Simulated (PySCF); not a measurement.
CH6N, SMILES C[NH3+], charge +1.

Geometry optimised at PBE0-D3(BJ)/def2-TZVP. The isomer is the one that the SMILES or the coordinates give; other isomers of the formula were not compared.

Computed with PBE0-D3(BJ)/def2-TZVP run with PySCF 2.14.0.

Frequencies are harmonic and unscaled.

Modes within 1.5 cm⁻¹ of each other (mostly degenerate sets) share a row, with their intensities summed.

Computed vibrational spectrum:
| mode | ν (cm⁻¹) | IR (km/mol) | Raman (Å⁴/amu) | depolarisation | moving atoms (share of kinetic energy) |
|---|---|---|---|---|---|
| 1 | 301 | 0.0 | 0.0 | – | H 100 % |
| 2–3 | 915 | 49.0 | 0.1 | – | H 95 % |
| 4 | 970 | 6.1 | 7.0 | 0.20 | C 48 %, N 38 %, H 14 % |
| 5–6 | 1281 | 8.0 | 2.2 | 0.75 | H 69 %, C 18 %, N 13 % |
| 7 | 1463 | 3.2 | 0.7 | 0.65 | H 87 %, C 12 % |
| 8–9 | 1494 | 51.9 | 12.6 | 0.75 | H 97 % |
| 10 | 1531 | 112.9 | 1.8 | 0.60 | H 85 %, N 15 % |
| 11–12 | 1669 | 85.8 | 10.7 | 0.75 | H 97 % |
| 13 | 3101 | 0.0 | 108.4 | 0.01 | H 98 % |
| 14–15 | 3207 | 2.5 | 73.6 | 0.75 | H 90 %, C 10 % |
| 16 | 3425 | 47.5 | 74.1 | 0.00 | H 98 % |
| 17–18 | 3502 | 248.9 | 51.5 | 0.75 | H 92 %, N 8 % |
